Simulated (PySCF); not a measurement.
C₄H₇N₃O₂Si.
Cartesian coordinates in Å at the PBE0-D3(BJ)/def2-SVP level; atoms count from 1:
```
atom  x, y, z in Å
C1     3.7728    0.3966    0.0013
O2     2.4417    0.3309    0.4776
C3     1.5160    0.0790   -0.4462
O4     1.7470   -0.0721   -1.6159
C5     0.1576    0.0047    0.1543
N6    -0.1110    0.0908    1.4847
C7    -1.4122   -0.0306    1.5269
N8    -1.9195   -0.1833    0.2724
Si9   -3.5919   -0.3822   -0.3427
N10   -0.9082   -0.1610   -0.6087
H11    3.8915    1.2226   -0.7161
H12    4.0558   -0.5389   -0.5034
H13    4.4068    0.5631    0.8795
H14   -2.0366   -0.0174    2.4205
H15   -3.9063    0.7600   -1.2375
H16   -4.4404   -0.3678    0.8800
H17   -3.6842   -1.6807   -1.0561
```

Computed with PySCF at PBE0/pcSseg-1 and CAM-B3LYP/def2-SVPD, non-relativistic, on one gas-phase PBE0-D3(BJ)/def2-SVP geometry that isn't relaxed in the solvent. The solvent is an IEF-PCM continuum (van der Waals radii × 1.2). Specific hydrogen bonds and non-electrostatic terms are outside this model.

Gas phase at PBE0/pcSseg-1: HOMO -8.03 eV, LUMO -1.13 eV, dipole 3.42 D.

Task: What does the continuum do to the energy, the frontier levels and the dipole at PBE0/pcSseg-1 in cyclohexane and acetonitrile?

Result: 
| solvent | ε | E(solvent) − E(gas) (kcal/mol) | polarisation term (kcal/mol) | distortion of the solute (kcal/mol) | HOMO (eV) | LUMO (eV) | dipole (D) |
| --- | --- | --- | --- | --- | --- | --- | --- |
| cyclohexane | 2.017 | -4.51 | -4.83 | 0.32 | -8.16 | -1.21 | 3.87 |
| acetonitrile | 35.69 | -11.61 | -13.79 | 2.18 | -8.26 | -1.39 | 4.61 |

Polarisation term: ½ Σ q·V over the induced surface charges. Distortion: the rise of the solute's own energy as its density leaves the gas-phase optimum. From cyclohexane to acetonitrile the lowering changes by a factor 2.57, Onsager's factor (ε − 1)/(2ε + 1) by 2.37 and ε itself by 17.7.

Task: Which radius a makes the point-dipole formula ΔE = −[(ε − 1)/(2ε + 1)]·μ²/a³ give the value in acetonitrile, with the gas-phase dipole?

Result: μ = 1.346 au and |ΔE| = 0.01850 Eh give a = 1.91 Å; the farthest nucleus lies 4.52 Å from the centroid of the nuclei, so such a sphere wouldn't even hold the nuclei. The formula assumes a rigid point dipole at the centre of a sphere.

Task: Give the dipole vector in the frame of the coordinates (D, pointing from negative to positive charge), gas and acetonitrile.

Result: Gas (-2.93, -0.02, 1.77), solvent (-3.87, -0.02, 2.50). Its length changes by +35 % and its direction by 2°.

Task: Which IAO charges (PBE0/pcSseg-1) respond most in acetonitrile (means over atoms taken as equivalent)?

Result: 
| atoms | environment | gas (e) | solvent (e) | change |
| --- | --- | --- | --- | --- |
| N6 | pyridine-type nitrogen | -0.315 | -0.355 | -0.040 |
| O4 | ester carbonyl oxygen | -0.451 | -0.489 | -0.038 |
| H14 | aromatic hydrogen | +0.175 | +0.202 | +0.027 |
| N10 | pyridine-type nitrogen | -0.220 | -0.245 | -0.025 |
| C7 | aromatic CH next to a ring nitrogen | +0.047 | +0.066 | +0.019 |
| N8 | pyrrole-type nitrogen | -0.242 | -0.231 | +0.011 |
| C3 | ester carbonyl carbon | +0.507 | +0.517 | +0.010 |
| H11/H12/H13 | methyl hydrogen | +0.154 | +0.163 | +0.009 |

Gas phase at CAM-B3LYP/def2-SVPD: HOMO -9.47 eV, LUMO -0.12 eV, dipole 3.55 D.

Task: What does the continuum do to the energy, the frontier levels and the dipole at CAM-B3LYP/def2-SVPD in acetonitrile?

Result: 
```json
{"solvent": "acetonitrile", "ε": "35.69", "E(solvent) − E(gas) (kcal/mol)": "-11.52", "polarisation term (kcal/mol)": "-13.98", "distortion of the solute (kcal/mol)": "2.46", "HOMO (eV)": "-9.59", "LUMO (eV)": "-0.37", "dipole (D)": "4.80"}
```

Task: How does the static polarisability (CAM-B3LYP/def2-SVPD, frozen core, with the continuum's full static response) change?

Result: 
| medium | isotropic (au) | principal values (au) | ⟨r²⟩ of the electrons (bohr²) |
| --- | --- | --- | --- |
| gas | 100.7 | 69.2, 96.2, 136.8 | 2192.7 |
| acetonitrile | 131.3 | 93.4, 134.9, 165.7 | 2188.6 |

The isotropic value in acetonitrile is 1.30 times the gas-phase one; no cavity-field correction is applied. ⟨r²⟩ is taken about the centre of nuclear charge.
